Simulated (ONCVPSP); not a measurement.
## What the settings do to the ONCV potential of Yb (Z = 70)

Base potential:

```
Element                 : Yb
Generator               : ONCVPSP 4.0.1
Type                    : optimised norm-conserving Vanderbilt (ONCV)
Functional              : PBE
Relativity              : scalar-relativistic
Frozen core             : [Xe] 4f13
Valence charge          : 3
Reference configuration : 5d1 6s2
Partial waves           : 6s: rc 3.00 bohr, ncon 4, nbas 8, qcut 1.7 1/bohr, 3 projectors, debl 2.7 Ha; p scattering state at 0.03 Ha: rc 2.75 bohr, ncon 3, nbas 6, qcut 2.4 1/bohr, 2 projectors, debl 1.5 Ha; 5d: rc 2.50 bohr, ncon 4, nbas 9, qcut 5.5 1/bohr, 2 projectors, debl 2.9 Ha
Local potential         : polynomial inside 1.90 bohr (lpopt 5, dvloc0 0 Ha)
Core correction         : none
```

All-electron outer shells of the reference configuration (PBE, scalar-relativistic, ld1.x):

```
shell  level (eV)  outermost node (bohr)  outermost maximum (bohr)
   4f       -9.61                      –                      0.48
   6s       -4.57                   1.44                      3.12
   5d       -1.86                   0.70                      1.85
```

Cutoffs, loose and tight: the cutoffs (Ha) at which the residual kinetic energy of the hardest occupied pseudo-wave falls to 1 and 0.1 mHa per electron. They do not see the model core or the augmentation charge, which bear on the density cutoff. Test errors are all-electron minus pseudo excitation energies from the reference, over the configurations 5d1 6s1; 5d1 6s0; 5d1 6s1.5; 5d2 6s0. A dash means not determined; rows that change the core or the reference have their own tests.

For the base: The cutoffs count occupied waves only; projector 2 of the p channel, the hardest unoccupied one, needs 30 Ha at the loose tolerance.

| change | outcome | cutoff, loose | cutoff, tight | bound ghosts | GHOST(+) flags above zero | largest test error (meV) |
| --- | --- | --- | --- | --- | --- | --- |
| base | generated | 9.7 Ha | 17 Ha | none | s, p | +188 |
| s: rc 2.1 | failed: optimize: ERROR ps0norm > uunorm, code will stop | – | – | – | – | – |
| s: rc 2.3 | failed: optimize: ERROR ps0norm > uunorm, code will stop | – | – | – | – | – |
| s: rc 2.7 | generated | 9.7 Ha | 18 Ha | none | s, p | +201 |
| s: rc 2.88 | generated | 9.7 Ha | 18 Ha | none | s, p | +195 |
| s: rc 3.28 | generated | 9.7 Ha | 14 Ha | none | s, p | +164 |
| s: rc 3.74 | generated | 9.7 Ha | 12 Ha | none | s, p | +144 |
| s: rc 4.02 | generated | 9.7 Ha | 12 Ha | none | s, p | +141 |
| s: rc 4.42 | generated | 9.7 Ha | 12 Ha | none | s, p | +136 |

What comes out with this change to the base: s: rc 3.48?

outcome: generated; cutoff, loose: 9.7 Ha; cutoff, tight: 13 Ha; bound ghosts: none; GHOST(+) flags above zero: s, p; largest test error (meV): +148.

Reading the sweep of the s radius (base included, trends over the rows without a ghost): The loose cutoff stays near 9.7 Ha. The median size of the test errors (rows with all tests solved) falls from 80.7 meV at 2.7 to 37.7 meV at 4.42 bohr. This runs against the usual rule that a larger radius transfers worse; these runs do not show why. The generation fails at 2.1, 2.3 bohr.
